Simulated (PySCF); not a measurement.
Al(Cl)(Me)(Et) (C3H8AlCl), SMILES C[CH2][Al]([CH3])[Cl].

Geometry optimised at PBE-D3(BJ)/def2-SVP. The values are those of a single conformer.

All values below come from PBE-D3(BJ)/def2-SVP (PySCF 2.14.0).

Frequencies are harmonic and unscaled.

Computed normal modes with their intensities:
```tsv
mode	ν (cm⁻¹)	IR (km/mol)	moving atoms (share of kinetic energy)
1	15	0.0	H 66 %, C 30 %
2	33	0.0	H 89 %, C 11 %
3	94	1.6	C 41 %, Cl 31 %, H 20 %, Al 8 %
4	134	3.7	H 49 %, Al 35 %, C 12 %
5	152	4.7	C 41 %, H 27 %, Cl 22 %, Al 10 %
6	227	3.8	H 65 %, Al 24 %, C 10 %
7	289	9.3	C 60 %, H 21 %, Al 16 %
8	432	14.7	Cl 40 %, C 38 %, Al 11 %, H 11 %
9	521	1.7	H 82 %, C 18 %
10	573	29.7	H 34 %, C 29 %, Al 29 %, Cl 8 %
11	637	64.0	H 71 %, C 20 %, Al 9 %
12	664	79.1	Al 45 %, C 35 %, H 18 %
13	696	142.2	H 51 %, Al 26 %, C 23 %
14	893	1.8	H 92 %
15	928	8.4	H 86 %, C 13 %
16	1022	18.7	C 75 %, H 25 %
17	1163	18.3	H 79 %, C 21 %
18	1171	5.4	H 61 %, C 39 %
19	1195	2.0	H 77 %, C 23 %
20	1347	5.2	H 84 %, C 16 %
21	1369	3.8	H 91 %, C 9 %
22	1374	1.9	H 95 %
23	1374	0.0	H 93 %
24	1420	4.3	H 97 %
25	1429	6.4	H 97 %
26	2937	16.3	H 95 %
27	2961	42.9	H 97 %
28	2966	1.1	H 97 %
29	2978	8.0	H 91 %, C 9 %
30	3040	21.6	H 91 %, C 9 %
31	3055	18.0	H 91 %, C 9 %
32	3057	2.2	H 91 %, C 9 %
33	3072	5.3	H 91 %, C 9 %
```
